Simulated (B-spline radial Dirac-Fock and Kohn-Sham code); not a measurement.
**Form factor and incoherent scattering function of Yb⁶⁴⁺**

System: ytterbium as Yb⁶⁴⁺ in the configuration 1s2 2s2 2p2.

Level of theory: Dirac-Fock orbitals of the configuration average with a finite nucleus; an atomic code on a B-spline grid. f₀ is the Fourier transform of the spherical electron density, S the Waller-Hartree incoherent function, and s = sin θ/λ. The electron scattering factor follows from the Mott-Bethe formula f_e = 0.023934 Å⁻¹·(Z − f₀)/s².

```tsv
s (Å⁻¹)	f₀	S	f_e (Å)
0	6.000	0.000	–
0.05	5.999	0.001	612.715
0.1	5.998	0.003	153.183
0.15	5.995	0.007	68.084
0.2	5.992	0.012	38.299
0.25	5.987	0.019	24.513
0.3	5.981	0.028	17.025
0.35	5.975	0.038	12.509
0.4	5.967	0.049	9.579
0.45	5.958	0.062	7.569
0.5	5.948	0.076	6.132
0.6	5.926	0.109	4.260
0.7	5.899	0.148	3.131
0.8	5.869	0.192	2.398
0.9	5.835	0.242	1.896
1	5.798	0.296	1.537
1.1	5.756	0.355	1.271
1.2	5.712	0.419	1.069
1.4	5.613	0.559	0.786
1.6	5.502	0.713	0.603
1.8	5.381	0.879	0.477
2	5.250	1.054	0.387
2.5	4.891	1.517	0.249
3	4.503	1.986	0.174
3.5	4.109	2.431	0.129
4	3.723	2.835	0.099
5	3.029	3.485	0.064
6	2.479	3.938	0.045
```

f₀ starts at the number of electrons, 6, and has fallen to half at s ≈ 5.05 Å⁻¹. The sum of ⟨r²⟩ over the electrons is 0.02820 bohr². For an ion f_e diverges as s goes to zero, because of the net charge.

Values without a named source are computed, but for edge energies of neutral atoms, which are taken from tables.
